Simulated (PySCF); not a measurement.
# A small calculation by hand: chemical shift, span and skew from a shielding tensor

C4H5NSi, SMILES C#C[SiH](N)C#C. Atoms are numbered in the order given.

```xyz
11

C      2.6204    -0.3206    -0.7779
C      1.5366    -0.2594    -0.2278
Si    -0.0995    -0.1565     0.5987
N     -0.8211    -1.7238     0.5535
C     -1.0545     1.1696    -0.2598
C     -1.7135     2.0300    -0.8159
H      3.5787    -0.3747    -1.2617
H      0.0439     0.2421     2.0216
H     -0.8743    -2.2171    -0.3334
H     -1.6502    -1.9004     1.1137
H     -2.2910     2.7911    -1.3084
```
Charge 0, spin multiplicity 1.

The structure is a stationary point at B3LYP-D3(BJ)/def2-SVP. This is a generated structure with no PubChem entry under its InChIKey; it may be hypothetical. One conformer was computed; it need not be the lowest.

GIAO shieldings from PySCF with B3LYP/pcSseg-1, non-relativistic, no solvent. The symmetric part of the tensor of N4 has the principal values 212.7, 252.4, 257.5 ppm. The same nucleus in NH3 has σ = 265.5 ppm at this level (PySCF, at its B3LYP-D3(BJ)/def2-TZVP geometry).

Question: Work out the isotropic shielding, the ¹⁵N shift against NH3, the span and the skew.

Answer: 
σ(iso) = (σ11 + σ22 + σ33)/3 = 240.9 ppm. δ = σ(ref) − σ(iso) = 265.5 − (240.9) = 24.6 ppm.
Span Ω = σ33 − σ11 = 44.8 ppm. Skew κ = 3(σ(iso) − σ22)/Ω = -0.77. Tumbling in solution averages the tensor to δ; in a static solid the shielding alone would spread this spin-1/2 line over Ω.
